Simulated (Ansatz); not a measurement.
`FB(F)N[SiH3]` + `C=C[Si](O)(O)O` → `C=C[Si](O)(O)O[SiH3]` + `NB(F)F`  (ligand exchange at the Si–N bond)

Calculated with Ansatz (gas phase, PBE0-D4/def2-TZVP geometries, no zero-point term in ΔE). CCSD(T)/CBS is the MP2 limit (def2-TZVPP, def2-QZVPP) plus CCSD(T) − MP2 in def2-TZVPP, frozen cores. DFT in def2-TZVPP. One conformer a species, not always the lowest.

`FB(F)N[SiH3]`:

```xyz
9

F     1.266    2.187    1.092
B     1.024    0.968    0.624
F     2.026    0.094    0.645
N    -0.232    0.597    0.123
Si   -0.676   -0.964   -0.517
H    -0.944    1.311    0.140
H    -2.087   -0.846   -0.963
H     0.188   -1.329   -1.666
H    -0.566   -2.018    0.521
```

`C=C[Si](O)(O)O`:

```xyz
12

C     1.812    0.071   -0.915
C     0.883   -0.713   -0.375
Si   -0.695   -0.072    0.342
O    -0.917   -0.895    1.735
O    -0.621    1.559    0.530
O    -2.013   -0.336   -0.592
H     1.693    1.151   -0.955
H     2.728   -0.324   -1.345
H     1.058   -1.788   -0.369
H    -1.796   -0.873    2.117
H     0.072    1.903    1.095
H    -2.203    0.317   -1.267
```

`C=C[Si](O)(O)O[SiH3]`:

Z-matrix (Å, degrees):
```
Si
C 1 1.842
O 1 1.631 2 106.9
O 1 1.637 2 112.2 3 -119.9
O 1 1.636 2 110.5 3 121.3
C 2 1.330 1 122.6 3 122.8
H 2 1.089 1 119.1 3 -57.6
H 3 0.958 1 117.8 2 -166.4
H 4 0.958 1 116.3 2 -101.1
Si 5 1.635 1 144.9 2 -55.3
H 6 1.086 2 122.2 1 179.6
H 6 1.086 2 121.4 1 -1.0
H 10 1.486 5 110.1 1 -86.7
H 10 1.484 5 108.3 1 153.8
H 10 1.487 5 110.6 1 33.9
```

`NB(F)F`:

```xyz
6

N    -0.212   -0.473   -0.537
B     0.184    0.409    0.464
F     0.593   -0.033    1.650
F     0.166    1.724    0.270
H    -0.524   -0.159   -1.438
H    -0.206   -1.468   -0.410
```

| level | ΔE (kJ/mol) |
| --- | --- |
| PBE0-D4 | -57.6 |
| ωB97X-V | -59.6 |
| MP2/def2-TZVPP | -59.4 |
| SCS-MP2/def2-QZVPP | -62.1 |

(1) What does CCSD(T)/CBS give? (An estimate is asked.)

Largest T1 diagnostic among the species: 0.012.

## Answers

(1) Ansatz gave: -59.5 kJ/mol. The listed levels differ from it by 1.9, -0.1, 0.1, -2.6 kJ/mol.

In def2-TZVPP, CCSD(T) changes the Hartree–Fock value by +10.5 kJ/mol (the triples alone add +1.5 kJ/mol) and MP2 by +10.1 kJ/mol.
